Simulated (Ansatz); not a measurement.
Ansatz (an electronic-structure program) input (r2SCAN/def2-TZVP):

Ansatz 0.2 input:
```yaml
crystal:
  periodic: [false, false, false]
  atoms:
    - {symbol: Re, position_ang: [-0.00000000, -0.00000000, -0.40844463]}
    - {symbol: Cl, position_ang: [0.00000000, 0.00000000, 1.80196162]}
basis:
  gaussian:
    orbitals: def2-TZVP
hamiltonian:
  xc: {name: r2SCAN}
magnetization: {spin_polarized: true, initial_magnetization: 4}
relax: {f_tol: 0.003, max_steps: 100}
```

Output:

```
Functional definition: r2SCAN
integrals: 0.02 GiB planned
598 factors; their error is unknown
mean field: 0.24 GiB planned
mean field evaluation 1: about -14650.2546 eV, gradient 1.6e1 eV
mean field evaluation 2: about -14647.1474 eV, gradient 3.1e1 eV
mean field evaluation 4: about -14651.8722 eV, gradient 3.7e0 eV
mean field evaluation 8: about -14651.9413 eV, gradient 9.8e-2 eV
mean field evaluation 16: about -14651.9421 eV, gradient 8.3e-3 eV
mean field evaluation 32: about -14651.9421 eV, gradient 7.9e-6 eV
mean field evaluation 64: about -14651.2535 eV, gradient 8.0e-6 eV
mean field evaluation 96: about -14651.1721 eV, gradient 6.1e-1 eV
mean field -14651.94214303 eV, -538.4489423134 hartree, gradient 6.6e-7 eV, S^2 6.044534; 13 other end points of the search recorded, 0 dependent functions left out
the calculation of the forces begins
reference -14651.94215888 eV, -538.4489428959 hartree; 18, 14 occupied and 59, 63 virtual orbitals, 598 factors
relax step   1: F+E_penalty+E_count = -14651.94214303 eV  Δ(F+E_penalty+E_count) = +0.000e0 eV  max|allowed force component| = 3.171e-1 eV/Å  Δτ_max = 0.0000 Å  (410 SCF iters, accepted)
these checks for a lower state are left out or cut short: starts, cluster_reference, orbital_swaps, neighbouring_geometries, increment
integrals: 0.02 GiB planned
598 factors; their error is unknown
mean field: 0.24 GiB planned
mean field evaluation 128: about -14651.9449 eV, gradient 7.0e-6 eV
mean field -14651.94490208 eV, -538.4490437066 hartree, gradient 2.6e-6 eV, S^2 6.042538; 0 other end points of the search recorded, 0 dependent functions left out
the calculation of the forces begins
reference -14651.94491796 eV, -538.4490442900 hartree; 18, 14 occupied and 59, 63 virtual orbitals, 598 factors
relax step   2: F+E_penalty+E_count = -14651.94490208 eV  Δ(F+E_penalty+E_count) = -2.759e-3 eV  max|allowed force component| = 2.312e-2 eV/Å  Δτ_max = 0.0092 Å  (65 SCF iters, accepted)
these checks for a lower state are left out or cut short: starts, cluster_reference, orbital_swaps, neighbouring_geometries, increment
integrals: 0.02 GiB planned
598 factors; their error is unknown
mean field: 0.24 GiB planned
mean field -14651.94491597 eV, -538.4490442169 hartree, gradient 5.9e-6 eV, S^2 6.042662; 0 other end points of the search recorded, 0 dependent functions left out
the calculation of the forces begins
reference -14651.94493184 eV, -538.4490448001 hartree; 18, 14 occupied and 59, 63 virtual orbitals, 598 factors
relax step   3: F+E_penalty+E_count = -14651.94491597 eV  Δ(F+E_penalty+E_count) = -1.388e-5 eV  max|allowed force component| = 5.040e-4 eV/Å  Δτ_max = 0.0006 Å  (65 SCF iters, accepted)
integrals: 0.02 GiB planned
598 factors; their error is unknown
mean field: 0.24 GiB planned
mean field evaluation 160: about -14651.9448 eV, gradient 1.8e-2 eV
mean field evaluation 192: about -14651.9449 eV, gradient 6.3e-5 eV
mean field evaluation 224: about -14651.4745 eV, gradient 1.9e0 eV
mean field -14651.94491597 eV, -538.4490442169 hartree, gradient 5.9e-6 eV, S^2 6.042662; 13 other end points of the search recorded, 0 dependent functions left out
the calculation of the forces begins
reference -14651.94493184 eV, -538.4490448001 hartree; 18, 14 occupied and 59, 63 virtual orbitals, 598 factors
Total energy: -14651.94493184 eV, -538.4490448001 hartree
Atom 0 at     0.000000    -0.000000    -0.399833 Å, force     0.000000     0.000000     0.000504 eV/Å
Atom 1 at    -0.000000     0.000000     1.793350 Å, force    -0.000000    -0.000000    -0.000504 eV/Å
Dipole moment:    -0.000000     0.000000    -0.467328 e Å
```

The spin state was set by rule; other spins were not relaxed.
